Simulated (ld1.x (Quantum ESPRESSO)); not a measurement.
# What one change does to a pseudopotential (lead (Pb), RRKJ)

Pb, norm-conserving RRKJ (Kleinman–Bylander form), made with ld1.x (Quantum ESPRESSO) 7.5 (PW91, scalar-relativistic). Core [Xe] 4f14 5d10, reference 6s1.5 6p2.5. Waves: 6s (bound): rc 1.90 bohr; 6p (bound): rc 1.95 bohr. Local part: all-electron potential smoothed inside 1.45 bohr (lloc = -1). Core correction: none. rho0 = 0.005.

Change: wave 6p (bound): rc 1.95 bohr becomes 6p (bound): rc 1.90 bohr.

Cutoffs: the cutoffs (Ry, on a coarse ladder) from which the occupation-weighted sum of valence levels, in a spherical-Bessel basis at the reference potential, stays within 10 and 1 mRy of its value at 400 Ry; they do not see the model core or the augmentation charge, which bear on the density cutoff. Errors are all-electron minus pseudo energies relative to the spin-unpolarised reference configuration.

Q: How do hardness, ghosts and transferability respond?

A: The potential gets harder (30 Ry and 45 Ry → 35 Ry and 45 Ry); both files keep a bound ghost (d, p, s); of the 7 tests that both files solve, the error grows in 6 and shrinks in 0 by more than 15 % and 0.3 meV (median size 21.0 → 25.0 meV). A smaller radius makes the pseudo-wave follow the all-electron one further in, where it bends more sharply, so more plane waves are needed. That the errors move this way runs against the usual rule that smaller radii transfer better.

```tsv
quantity	base	changed
cutoff, loose	30 Ry	35 Ry
cutoff, tight	45 Ry	45 Ry
loose cutoff by channel (10 mRy a level)	s 25 Ry, p 25 Ry	s 25 Ry, p 30 Ry
bound ghosts	s, p, d	s, p, d
error for 6s2 6p2, meV [ΔE -4.33 eV]	+11	+13
error for 6s2 6p1, meV [ΔE 2.30 eV]	+38	+46
error for 6s2 6p0, meV [ΔE 15.82 eV]	+127	+149
error for 6s0 6p4, meV [ΔE 13.56 eV]	+143	+166
error for 6s1 6p2, meV [ΔE 11.86 eV]	-6.9	-7.8
error for 6s2 6p1.5, meV [ΔE -1.82 eV]	+21	+25
error for 6s2 6p2.3, meV [ΔE -5.15 eV]	+7.1	+8.4
```

 A true bound ghost makes a file unfit for plane-wave use even where its test errors are small: the radial tests pick states by their node count and pass the ghost by.
